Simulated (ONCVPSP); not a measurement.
## Pseudopotential generation for C (Z = 6): ONCV, LDA (Perdew-Wang 92), scalar-relativistic.

The input file (ONCVPSP 4.0.1):

```
# ATOM AND REFERENCE CONFIGURATION
# atsym  z   nc   nv     iexc    psfile
  C 6.00    1    2  -001012      upf
#
#   n    l    f
    1    0    2.00
    2    0    2.00
    2    1    2.00
#
# PSEUDOPOTENTIAL AND OPTIMIZATION
# lmax
    2
#
#   l,   rc,      ep,       ncon, nbas, qcut
    0    1.10    0.00    3    8    4.90
    1    1.55    0.00    3    6    5.60
    2    1.30    0.05    4    9    7.40
#
# LOCAL POTENTIAL
# lloc, lpopt,  rc(5),   dvloc0
    4    5    0.70    3.00
#
# VANDERBILT-KLEINMAN-BYLANDER PROJECTORs
# l, nproj, debl
    0    2    3.00
    1    2    3.30
    2    2    3.30
#
# MODEL CORE CHARGE
# icmod, fcfact, rcfact
    4    0.75    0.00
#
# LOG DERIVATIVE ANALYSIS
# epsh1, epsh2, depsh
   -2.00    5.00    0.02
#
# OUTPUT GRID
# rlmax, drl
    6.00    0.01
#
# TEST CONFIGURATIONS
# ncnf
    4
# nvcnf
#   n    l    f
    2
    2    0    2.00
    2    1    1.00
#
    2
    2    0    2.00
    2    1    0.00
#
    2
    2    0    1.00
    2    1    0.00
#
    2
    2    0    0.00
    2    1    4.00
#
```

Command:

```bash
oncvpsp.x < C.dat > C.out
```

The program printed (shortened: citation, most of the input echo, consistency checks and plot data are left out):

```
ONCVPSP  (Optimized Norm-Conservinng Vanderbilt PSeudopotential)
scalar-relativistic version 4.0.1

#   n    l    f        energy (Ha)
    1    0    2.00    -9.9519690E+00
    2    0    2.00    -5.0123527E-01
    2    1    2.00    -1.9902925E-01

Reference configufation results
  iterations    22
  all-electron total energy (Ha)   -3.74405939D+01

Begin loop to  construct optimized pseudo wave functions
and semi-local pseudopoentials for all angular momenta

   Wellstate for l =  0  n =  4
     eigenvalue =   2.4988
     asymptotic potential =   2.9988
     half-point radius =  3.1087

Calculating optimized projector #   1

 for l=   0

    Fraction of norm inside rc  0.266834
    Optimizing pswf for qcut=   4.90 a_B^-1,  ecut=  11.99 Ha
    Residual kinetic energy error=  4.16D-03 Ha

    Energy error per electron        Cutoff
         Ha          eV             Ha
         0.01000     0.27211        9.19
         0.00100     0.02721       34.49
         0.00010     0.00272      157.11

Calculating optimized projector #   2

 for l=   0

    Fraction of norm inside rc  0.081936
    Optimizing pswf for qcut=   4.90 a_B^-1,  ecut=  11.99 Ha
    Residual kinetic energy error=  7.46D-03 Ha

    Energy error per electron        Cutoff
         Ha          eV             Ha
         0.01000     0.27211       11.14
         0.00100     0.02721       26.81
         0.00010     0.00272       99.06
         0.00001     0.00027      265.26

   Wellstate for l =  1  n =  4
     eigenvalue =   3.1010
     asymptotic potential =   3.6010
     half-point radius =  2.8541

Calculating optimized projector #   1

 for l=   1

    Fraction of norm inside rc  0.484567
    Optimizing pswf for qcut=   5.59 a_B^-1,  ecut=  15.61 Ha
    Residual kinetic energy error=  9.04D-04 Ha

    Energy error per electron        Cutoff
         Ha          eV             Ha
         0.01000     0.27211       11.15
         0.00100     0.02721       15.48
         0.00010     0.00272       45.01
         0.00001     0.00027       90.70

Calculating optimized projector #   2

 for l=   1

    Fraction of norm inside rc  0.155702
    Optimizing pswf for qcut=   5.59 a_B^-1,  ecut=  15.61 Ha
    Residual kinetic energy error=  1.78D-02 Ha

    Energy error per electron        Cutoff
         Ha          eV             Ha
         0.01000     0.27211       17.18
         0.00100     0.02721       52.03
         0.00010     0.00272       69.17

   Wellstate for l =  2  n =  3
     eigenvalue =   0.0500
     asymptotic potential =   0.5500
     half-point radius = 37.1932

   Wellstate for l =  2  n =  4
     eigenvalue =   3.3500
     asymptotic potential =   3.8500
     half-point radius =  2.4915

Calculating optimized projector #   1

 for l=   2

    Fraction of norm inside rc  0.000030
    Optimizing pswf for qcut=   7.42 a_B^-1,  ecut=  27.50 Ha
    Residual kinetic energy error=  2.59D-09 Ha

    Energy error per electron        Cutoff
         Ha          eV             Ha
         0.01000     0.27211        0.04
         0.00100     0.02721        0.26
         0.00010     0.00272        1.01
         0.00001     0.00027        3.49

Calculating optimized projector #   2

 for l=   2

    Fraction of norm inside rc  0.200773
    Optimizing pswf for qcut=   7.42 a_B^-1,  ecut=  27.50 Ha
    Residual kinetic energy error=  2.19D-04 Ha

    Energy error per electron        Cutoff
         Ha          eV             Ha
         0.01000     0.27211       14.31
         0.00100     0.02721       23.28
         0.00010     0.00272       29.65
         0.00001     0.00027       59.25

Construct Vanderbilt / Kleinmman-Bylander projectors

B matrix Hermiticity error, ll=   0
   1   2   -1.2119E-04

  Orthonormal projector coefficients  7.8552E+00  2.2839E+00

B matrix Hermiticity error, ll=   1
   1   2   -8.2015E-05

  Orthonormal projector coefficients -3.1526E+00 -1.2757E+00

B matrix Hermiticity error, ll=   2
   1   2    1.2548E-06

  Orthonormal projector coefficients -2.1278E+00 -5.2195E-01

Model core correction analysis
  based on d2Exc/dn_idn_j

d2excae - all-electron derivatives

   -4.849270D-02   -4.211233D-02
   -4.211503D-02   -3.990977D-02

d2excps - pseudofunction derivatives with no core correction

   -5.011279D-02   -4.544131D-02
   -4.544324D-02   -4.300094D-02

rms 2nd derivative error    2.929981E-03

rmatch, rhocmatch    0.5715    2.5191

Coarse scan for minimum error
  matrix elements: rms 2nd-derivative errors (mHa)
  column index : amplitude prefactor to rhocmatch
  row index : scale prefactor to rmatch

         1.500  2.000  2.500  3.000  3.500  4.000  4.500  5.000  5.500  6.000

  1.0    2.649  2.586  2.530  2.480  2.434  2.392  2.353  2.316  2.282  2.249
  1.1    2.539  2.450  2.372  2.301  2.237  2.178  2.123  2.072  2.024  1.979
  1.2    2.402  2.282  2.176  2.081  1.995  1.916  1.843  1.776  1.713  1.654
  1.3    2.238  2.081  1.943  1.820  1.710  1.609  1.518  1.435  1.359  1.289
  1.4    2.045  1.846  1.674  1.522  1.389  1.272  1.170  1.082  1.007  0.946
  1.5    1.824  1.582  1.377  1.205  1.065  0.956  0.879  0.835  0.821  0.835
  1.6    1.579  1.298  1.078  0.922  0.836  0.819  0.862  0.946  1.054  1.175
  1.7    1.318  1.024  0.853  0.820  0.905  1.058  1.241  1.434  1.627  1.817
  1.8    1.064  0.837  0.857  1.050  1.310  1.586  1.859  2.123  2.375  2.617
  1.9    0.870  0.872  1.160  1.529  1.904  2.265  2.607  2.930  3.235  3.523

Nelder-Mead iteration
 converged in  13 steps
amplitude prefactor, scale prefactor
    3.2654    1.6549

Optimized Teter model core charge

d2excps - pseudofunction derivatives with core correction

   -4.709227D-02   -4.264763D-02
   -4.264951D-02   -4.027199D-02

rms 2nd derivative error    8.161839E-04

Pseudoatom total energy   -5.374760

Diagnostic tests using Vanderbilt-Kleinman-Bylander pseudopotentials
  1 or more projectors used as specified by nproj input data

   l    rcore       rmatch      e in        delta e   norm test  slope test

   0   1.1035545   1.1370608  -0.5012353   0.0001338   1.0001257   0.9980168
   0   1.1035545   1.1370608   2.4987647   0.0003443   1.0002452   1.0002452

   1   1.5519534   1.5990740  -0.1990293  -0.0000501   0.9999671   0.9995689
   1   1.5519534   1.5990740   3.1009707  -0.0001924   1.0001493   1.0001493

   2   1.3047798   1.3443958   0.0500000   0.0000088   1.0000407   1.0000407
   2   1.3047798   1.3443958   3.3500000   0.0000313   1.0001515   1.0001515

 Testing for bound ghosts
   n   l    E NL Schr. Eq   E Basis Diag.   E Cutoff

   1   0       -0.501101       -0.454774    213.76

   2   1       -0.199079       -0.185926     63.70

 Testing for highly-localized positive-energy ghosts
       l    <radius>/rc     E Basis Diag.   E Cutoff

Test configuration 0

   n   l     f        eae           eps        diff
   1   0  2.0000   -9.95196901
   2   0  2.0000   -0.50123527   -0.50110144    1.34D-04
   2   1  2.0000   -0.19902925   -0.19907940   -5.01D-05

    Total energies and differences
      AE_ref= -3.74405939D+01  AE_tst= -3.74405939D+01  dif=  0.00D+00
      PS_ref= -5.37476049D+00  PS_tst= -5.37476049D+00  dif=  0.00D+00
      PSP excitation error=  0.00D+00

Test configuration 1

   n   l     f        eae           eps        diff
   1   0  2.0000  -10.50401816
   2   0  2.0000   -0.94092364   -0.94020065    7.23D-04
   2   1  1.0000   -0.62915546   -0.62679731    2.36D-03

    Total energies and differences
      AE_ref= -3.74405939D+01  AE_tst= -3.70369137D+01  dif=  4.04D-01
      PS_ref= -5.37476049D+00  PS_tst= -4.97184008D+00  dif=  4.03D-01
      PSP excitation error=  7.60D-04

Test configuration 2

   n   l     f        eae           eps        diff
   1   0  2.0000  -11.24411503
   2   0  2.0000   -1.47620967   -1.47112059    5.09D-03

    Total energies and differences
      AE_ref= -3.74405939D+01  AE_tst= -3.61454348D+01  dif=  1.30D+00
      PS_ref= -5.37476049D+00  PS_tst= -4.08674490D+00  dif=  1.29D+00
      PSP excitation error=  7.14D-03

Test configuration 3

   n   l     f        eae           eps        diff
   1   0  2.0000  -12.09482669
   2   0  1.0000   -2.05302746   -2.04758920    5.44D-03

    Total energies and differences
      AE_ref= -3.74405939D+01  AE_tst= -3.43827049D+01  dif=  3.06D+00
      PS_ref= -5.37476049D+00  PS_tst= -2.32952276D+00  dif=  3.05D+00
      PSP excitation error=  1.27D-02

Test configuration 4

   n   l     f        eae           eps        diff
   1   0  2.0000  -10.01072222
   2   1  4.0000   -0.22714840   -0.22810353   -9.55D-04

    Total energies and differences
      AE_ref= -3.74405939D+01  AE_tst= -3.68336289D+01  dif=  6.07D-01
      PS_ref= -5.37476049D+00  PS_tst= -4.76917777D+00  dif=  6.06D-01
      PSP excitation error=  1.38D-03
```

The run took about 3.7 s on one core of a shared server CPU.
